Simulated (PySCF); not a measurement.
OSi, charge +1, doublet, geometry from GFN2-xTB (a state made from the parent by changing its charge; the spin is typed, not shown lowest); PySCF with CASSCF(7,9)/6-31G*.

Here is a job for PySCF.
```python
from pyscf import gto, scf, mcscf
import numpy

mol = gto.M(
    atom='''
Si   -0.000000   -0.000000   -0.540246
O     0.000000    0.000000    0.945430
''',
    basis='6-31g*',
    charge=1,
    spin=1,
    verbose=4,
)

mf = scf.ROHF(mol)
mf.kernel()
mc = mcscf.CASSCF(mf, 9, 7)
mc.fix_spin_(ss=0.75)
mc.kernel()
occ = numpy.linalg.eigvalsh(mc.fcisolver.make_rdm1(mc.ci, mc.ncas, mc.nelecas))[::-1]
ss = mc.fcisolver.spin_square(mc.ci, mc.ncas, mc.nelecas)[0]
print('natural occupations', occ.round(4), ' <S^2>', round(ss, 4))
```

Task: Predict the main parts of the log of this PySCF run.

Result: 
```
PySCF version 2.14.0

[INPUT] verbose = 4
[INPUT] num. atoms = 2
[INPUT] num. electrons = 21
[INPUT] charge = 1
[INPUT] spin (= nelec alpha-beta = 2S) = 1
[INPUT] symmetry False subgroup None
[INPUT] Mole.unit = angstrom
[INPUT] Symbol           X                Y                Z      unit          X                Y                Z       unit  Magmom
[...]
nuclear repulsion = 39.8928485235273
number of shells = 14
number of NR pGTOs = 78
number of NR cGTOs = 32
basis = 6-31g*
ecp = {}

******** <class 'pyscf.scf.rohf.ROHF'> ********
method = ROHF
initial guess = minao
damping factor = 0
level_shift factor = 0
DIIS = <class 'pyscf.scf.diis.CDIIS'>
diis_start_cycle = 1
diis_space = 8
diis_damp = 0
SCF conv_tol = 1e-09
SCF conv_tol_grad = None
SCF max_cycles = 50
direct_scf = True
direct_scf_tol = 1e-13
num. doubly occ = 10  num. singly occ = 1
Set gradient conv threshold to 3.16228e-05
init E= -363.655403803717
[...]
cycle= 1 E= -363.229106075604  delta_E= 0.426  |g|= 0.646  |ddm|= 1.16
[...]
cycle= 2 E= -363.106557451431  delta_E= 0.123  |g|= 1.02  |ddm|= 1.13
[...]
cycle= 3 E= -363.370945577976  delta_E= -0.264  |g|= 0.0403  |ddm|= 0.58
[...]
cycle= 4 E= -363.372169498942  delta_E= -0.00122  |g|= 0.0214  |ddm|= 0.0506
[...]
cycle= 5 E= -363.372743130856  delta_E= -0.000574  |g|= 0.0206  |ddm|= 0.0348
[...]
cycle= 6 E= -363.373296935467  delta_E= -0.000554  |g|= 0.0216  |ddm|= 0.033
[...]
cycle= 7 E= -363.372342759647  delta_E= 0.000954  |g|= 0.0192  |ddm|= 0.0604
[...]
cycle= 8 E= -363.369287728202  delta_E= 0.00306  |g|= 0.0396  |ddm|= 0.253
[...]
cycle= 9 E= -363.3696325738  delta_E= -0.000345  |g|= 0.0368  |ddm|= 0.0299
[...]
cycle= 10 E= -363.370430696365  delta_E= -0.000798  |g|= 0.0279  |ddm|= 0.0694
[...]
cycle= 11 E= -363.370394283133  delta_E= 3.64e-05  |g|= 0.028  |ddm|= 0.00373
[...]
cycle= 12 E= -363.370587271965  delta_E= -0.000193  |g|= 0.0187  |ddm|= 0.0108
[...]
cycle= 13 E= -363.369078087559  delta_E= 0.00151  |g|= 0.0267  |ddm|= 0.145
[...]
cycle= 14 E= -363.368711143015  delta_E= 0.000367  |g|= 0.0317  |ddm|= 0.0246
[...]
cycle= 15 E= -363.368742947851  delta_E= -3.18e-05  |g|= 0.0219  |ddm|= 0.0113
[...]
cycle= 16 E= -363.369131724311  delta_E= -0.000389  |g|= 0.0167  |ddm|= 0.0276
[...]
cycle= 17 E= -363.370117022042  delta_E= -0.000985  |g|= 0.0102  |ddm|= 0.0933
[...]
cycle= 18 E= -363.369338888511  delta_E= 0.000778  |g|= 0.0139  |ddm|= 0.0768
[...]
cycle= 19 E= -363.368814461006  delta_E= 0.000524  |g|= 0.0179  |ddm|= 0.0415
[...]
SCF not converged.
[...]
augmented hessian ah_grad_trust_region = 3
kf_trust_region = 3
kf_interval = 4
ci_response_space = 4
ci_grad_trust_region = 3
with_dep4 0
natorb = False
canonicalization = True
sorting_mo_energy = False
ao2mo_level = 2
internal_rotation = False
******** <class 'pyscf.fci.addons.SpinPenaltyFCISolver'> ********
max. cycles = 50
conv_tol = 1e-08
davidson only = True
linear dependence = 1e-12
level shift = 0.001
max iter space = 12
nroots = 1
pspace_size = 400
spin = None
CASCI E = -363.430967101918  S^2 = 0.7500000
Set conv_tol_grad to 0.000316228
macro iter   1 ( 21 JK    4 micro), CASSCF E = -363.475856520340  dE = -4.48894184e-02  S^2 = 0.7500000
               |grad[o]|=0.178  |grad[c]|=0.0459  |ddm|=0.0518  |maxRot[o]|=0.312
macro iter   2 ( 21 JK    4 micro), CASSCF E = -363.501766850087  dE = -2.59103297e-02  S^2 = 0.7500000
               |grad[o]|=0.105  |grad[c]|=0.0342  |ddm|=0.0257  |maxRot[o]|=0.291
macro iter   3 ( 21 JK    4 micro), CASSCF E = -363.512428712029  dE = -1.06618619e-02  S^2 = 0.7500000
               |grad[o]|=0.0516  |grad[c]|=0.0172  |ddm|=0.00984  |maxRot[o]|= 0.31
macro iter   4 ( 21 JK    4 micro), CASSCF E = -363.518663395741  dE = -6.23468371e-03  S^2 = 0.7500000
               |grad[o]|=0.0239  |grad[c]|=0.0119  |ddm|=0.00685  |maxRot[o]|=0.306
macro iter   5 ( 19 JK    4 micro), CASSCF E = -363.520174994086  dE = -1.51159835e-03  S^2 = 0.7500000
               |grad[o]|=0.00737  |grad[c]|=0.00666  |ddm|=0.00876  |maxRot[o]|=0.275
macro iter   6 (  9 JK    4 micro), CASSCF E = -363.520222182923  dE = -4.71888370e-05  S^2 = 0.7500000
               |grad[o]|=0.00344  |grad[c]|=0.00132  |ddm|=0.00812  |maxRot[o]|=0.0348
macro iter   7 (  8 JK    3 micro), CASSCF E = -363.520223318074  dE = -1.13515085e-06  S^2 = 0.7500000
               |grad[o]|=0.00079  |grad[c]|=0.0002  |ddm|=0.00169  |maxRot[o]|=0.00454
macro iter   8 (  3 JK    1 micro), CASSCF E = -363.520223353824  dE = -3.57504177e-08  S^2 = 0.7500000
               |grad[o]|=0.000148  |grad[c]|=0.000127  |ddm|=0.000152  |maxRot[o]|=0.000309
1-step CASSCF converged in   8 macro (123 JK  28 micro) steps
CASSCF canonicalization
Density matrix diagonal elements [1.89622457 1.95102336 1.93321223 1.04707344 0.05055849 0.06803493
 0.03632841 0.00500653 0.01253804]
CASSCF energy = -363.520223353824
CASCI E = -363.520223353824  E(CI) = -16.0988302627576  S^2 = 0.7500000
natural occupations [1.9511 1.9337 1.9304 1.0206 0.0723 0.0501 0.029  0.0081 0.0046]  <S^2> 0.75
```

Convergence was not reached.
